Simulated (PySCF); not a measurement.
Dipole moment and polarisability of `COC[SiH2]O[SiH3]`

C2H10O2Si2.
Geometry (GFN2-xTB, Å), atoms numbered from 1 in this order:
```xyz
16
C2H10O2Si2 angstrom
C      2.010    1.190    0.698
O      1.136    0.336    0.012
C      0.678   -0.749    0.795
Si    -0.504   -1.730   -0.334
O     -1.682   -0.742   -0.828
Si    -2.165    0.756   -1.251
H      2.903    0.651    1.042
H      1.521    1.642    1.571
H      2.305    1.972    0.000
H      1.529   -1.354    1.137
H      0.173   -0.373    1.697
H      0.224   -2.202   -1.508
H     -1.185   -2.780    0.422
H     -1.563    1.083   -2.540
H     -1.771    1.706   -0.213
H     -3.617    0.603   -1.328
```

Level: CAM-B3LYP/def2-SVPD (PySCF), static field, nuclei fixed, core orbitals frozen in the response. The polarisability tensor in these axes (au):

```
x   86.05  3.05  5.85
y    3.05 85.78 -0.09
z    5.85 -0.09 78.28
```

What are the eigenvalues, a third of the trace, and Δα (Δα² = ½Σ(αi − αj)² over the three pairs)?

Principal values 74.92, 84.52 and 90.66 au; mean 83.37 au = 12.35 Å³ = 13.75 × 10⁻⁴⁰ C²·m²/J; Δα = 13.75 au (16 % of the mean).

What is the dipole moment, and where does it point?

(1.17, 0.45, 1.37) D, 1.86 D in size, pointing from the negative to the positive side. Measured along this direction, the outermost atoms are H16 at the negative end and H7 at the positive end.

Give the principal axes and the span of the nuclei along them.

Largest value along (0.79, 0.49, 0.37), where the nuclei span 6.06 Å; middle along (-0.36, 0.86, -0.35), 4.53 Å; least along (-0.49, 0.15, 0.86), 3.04 Å. The response follows the extents in order.

Find the Langevin capture rate constant for NO+ (29.998 u) meeting this molecule (122.022 u), k = 2.342 × 10⁻⁹ cm³/s × √(α in Å³ / reduced mass in u).

The reduced mass is 24.08 u, so k = 1.68 × 10⁻⁹ cm³/s. The formula leaves out the permanent dipole, which adds to the capture rate.

Sum over states: ᾱ = Σ f/ω², ω in Eh. What share falls to these 8 lowest TDDFT singlets (eV, f)? 7.14, 0.0118; 7.35, 0.0090; 7.47, 0.0039; 7.62, 0.0266; 7.94, 0.0308; 8.12, 0.0011; 8.19, 0.0004; 8.32, 0.0091.

They add up to 1.16 au, 1.4 % of the 83.37 au; the largest single term is 0.36 au, from the state at 7.94 eV. Terms in order: 0.17, 0.12, 0.05, 0.34, 0.36, 0.01, 0.00, 0.10 au. Higher excitations give the rest. The strengths listed sum to 0.093.

Geometry: GFN2-xTB, one conformer, isolated molecule. GFN2-xTB frequencies show an imaginary mode (33i cm⁻¹), so this geometry is no minimum at that level.

These values come from a run that also computed excited states. Time: 76 s wall; peak memory 0.97 GiB. Hardware: Arm Neoverse N1, one thread, shared host with 64 logical CPUs at a one-minute load of 55.
